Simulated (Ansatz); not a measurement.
Frontier orbitals of BH4InOZn, SMILES `[BH2][InH][O][ZnH]`.

```json
{"atom": "B1", "x (Å)": "0.704", "y (Å)": "0.361", "z (Å)": "2.252"}
{"atom": "In2", "x (Å)": "0.167", "y (Å)": "-0.723", "z (Å)": "0.366"}
{"atom": "O3", "x (Å)": "-0.383", "y (Å)": "0.528", "z (Å)": "-1.075"}
{"atom": "Zn4", "x (Å)": "-0.918", "y (Å)": "0.440", "z (Å)": "-2.748"}
{"atom": "H5", "x (Å)": "1.820", "y (Å)": "0.736", "z (Å)": "2.461"}
{"atom": "H6", "x (Å)": "-0.117", "y (Å)": "0.602", "z (Å)": "3.089"}
{"atom": "H7", "x (Å)": "0.111", "y (Å)": "-2.370", "z (Å)": "-0.154"}
{"atom": "H8", "x (Å)": "-1.384", "y (Å)": "0.426", "z (Å)": "-4.191"}
```

Total charge 0; spin multiplicity 1. For Zn the d shell is correlated and the shells below it are frozen. Correlated methods include outer-core shells of In, which these sets cover unevenly. Scalar relativity is left out up to krypton. In: def2 effective core potential. The structure was optimised at the PBE0-D4/def2-TZVP level. It is one conformer, not always the lowest. Basis def2-TZVPP, Ansatz.

A caution on the coupled-cluster cation, which keeps the state that its UHF reference found: large T1 diagnostic of the cation.

(1) Compute the vertical ionisation energy as the energy of the cation minus that of the neutral molecule, at each level. (An estimate is asked.)

Results:

(1) Ansatz gave: 
```tsv
level	IE (eV)	difference from CCSD(T)/def2-TZVPP
PBE-D4/def2-TZVPP	8.67	-0.57
r2SCAN-D4/def2-TZVPP	8.76	-0.48
PBE0-D4/def2-TZVPP	8.93	-0.32
B3LYP-D4/def2-TZVPP	8.95	-0.30
ωB97X-V/def2-TZVPP	9.24	0.00
ωB97M-V/def2-TZVPP	9.22	-0.03
B2PLYP/def2-TZVPP	9.29	0.04
HF/def2-TZVPP	7.63	-1.61
MP2/def2-TZVPP	9.90	0.65
CCSD/def2-TZVPP	9.16	-0.09
CCSD(T)/def2-TZVPP	9.25	0.00
HF/def2-QZVPP	7.64	-1.61
MP2/def2-QZVPP	10.03	0.79
```

B3LYP here is the variant with VWN-RPA as its local correlation; programs differ in this.
